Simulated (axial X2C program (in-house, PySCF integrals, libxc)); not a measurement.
# Worked dissociation energy of DyAu⁻: BHandHLYP, spin-free

All values were computed with an in-house all-electron X2C program for linear molecules (integrals from PySCF). Spin-free means the one-electron spin-free X2C Hamiltonian. Basis: Au dyall-av2z [12s13p10d5f], Dy dyall-v2z [11s12p9d6f2g] (cores contracted in-house); Gaussian nuclei, density fitting, unrestricted open shells. Masses: Au 196.967 u, Dy 163.929 u.

Molecular state: M_S = 2, Λ = 5 (beyond evenly filled blocks: π+α, π-α, δ+α, δ+β, δ-α, φ+α, φ+β, φ-α).

| Property | Result |
| --- | --- |
| E(Au-) (2M_S = 0, M_L = 0) | -19014.615874 hartree |
| E(Dy) (2M_S = 4, M_L = 5) | -12156.737118 hartree |
| E(DyAu⁻) at Re | -31171.390809 hartree |
| ωe | 83.5 cm⁻¹ |
| ωexe | 0.23 cm⁻¹ |

Question: Work out De and D0.

Answer: De = -19014.615874 + (-12156.737118) − (-31171.390809) = 0.03782 hartree = 1.029 eV. The zero-point energy is ωe/2 − ωexe/4 = 42 cm⁻¹ = 0.005 eV, so D0 = 1.024 eV.

The state is a single determinant with fixed occupations, the lowest that a limited PBE0 search found. De is counted from the lowest determinant-based energies of the atoms at the same level, without counterpoise correction. Other states lie close and PBE0, whose exact exchange favours high spin, may order them wrongly; the determinant shown need not be the ground state. The nearest other spin-free determinant of the search, M_S = 2, Λ = 6, lies 0.28 eV up at the distance of the search. Without a current term, density functionals place determinants with orbital angular momentum somewhat too high. The highest occupied level of some functionals is positive through self-interaction error; at Hartree–Fock it is bound.

Each atomic determinant is the lowest at this level and need not be a pure term. Totals compare only within one Hamiltonian and basis.
